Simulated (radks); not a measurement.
Ir47+, 30 electrons, occupied as [Ar] 3d10 4s2.

Calculated with a radial shooting solver on a logarithmic mesh with Libxc functionals: scalar-relativistic Kohn-Sham, LDA (Slater exchange, VWN5 correlation), spin-polarised, spherical densities, finite nucleus; Fermi nuclear charge, rms radius 5.4032 fm.

Energy parts (hartree):
part                       energy
total                 -16247.0080
kinetic                18209.5452
electron-nucleus      -37266.1450
Hartree                 3052.2499
exchange-correlation    -242.6581

Orbitals (lengths in bohr, moments of r in powers of bohr; <r^-3> diverges for s and p1/2):
| orbital | occ. | eigenvalue (hartree) | <r^4> | <r^-3> |
|---|---|---|---|---|
| 1s | 2 | -2884.430 | 4.819e-07 | - |
| 2s | 2 | -577.4226 | 0.00007072 | - |
| 2p | 6 | -513.7966 | 0.00005634 | 23120 |
| 3s | 2 | -198.4598 | 0.002382 | - |
| 3p | 6 | -179.7344 | 0.002522 | 5478 |
| 3d | 10 | -159.8606 | 0.001853 | 695.7 |
| 4s | 2 | -97.11129 | 0.03283 | - |

The highest occupied level is 4s at -2642.5 eV. For comparison, the ionisation energy in NIST's Atomic Spectra Database is 2656 eV (theoretical). In exact Kohn-Sham theory the highest level is minus the ionisation energy, but local and semilocal functionals leave it too shallow, through self-interaction and a potential that decays too fast; potentials with the right tail come closer. Summed over all electrons, <r^2> = 1.006 bohr^2, which gives a Langevin (diamagnetic) susceptibility term of -0.797 x 10^-6 cm^3/mol.
